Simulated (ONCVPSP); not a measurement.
## An all-electron radial function and its pseudo partner (iron (Fe))

Columns: radius, all-electron u(r) and pseudo u(r) of the 3p shell (level -55.54 eV) of iron in the configuration [Ne] 3s2 3p6 3d7 4s1; LDA (Perdew-Wang 92), scalar-relativistic, ONCV scheme, ONCVPSP 4.0.1.

```
r (bohr)  all-electron  pseudo
   0.075       -0.4197  0.0361
   0.150       -0.6018  0.1386
   0.225       -0.3810  0.2927
   0.300        0.0126  0.4770
   0.375        0.4104  0.6674
   0.450        0.7333  0.8414
   0.525        0.9580  0.9817
   0.600        1.0912  1.0782
   0.675        1.1488  1.1277
   0.750        1.1507  1.1340
   0.825        1.1140  1.1044
   0.900        1.0528  1.0488
   0.975        0.9773  0.9763
   1.050        0.8951  0.8953
   1.125        0.8115  0.8117
   1.200        0.7297  0.7298
   1.275        0.6520  0.6520
   1.350        0.5795  0.5795
   1.425        0.5129  0.5129
   1.500        0.4523  0.4523
   1.575        0.3978  0.3978
   1.650        0.3490  0.3490
   1.725        0.3055  0.3055
   1.800        0.2670  0.2670
   1.875        0.2330  0.2330
   1.950        0.2030  0.2030
```

**Question.** How many radial nodes do the two functions have?

**Answer.** The all-electron 3p function has n − l − 1 = 1; the pseudo-wave has 0, since the states of the same l below it are removed with the core.

**Question.** At about which radius was the pseudo-wave matched?

**Answer.** 1.30 bohr. The columns agree to 0.0005 from 1.05 bohr on; several derivatives are matched, so the curves merge somewhat inside the radius.

**Question.** Is the pseudo-wave norm-conserving?

**Answer.** Yes: the ONCV scheme keeps the norm inside the radius equal to the all-electron one, which fixes the energy derivative of the logarithmic derivative at the level.
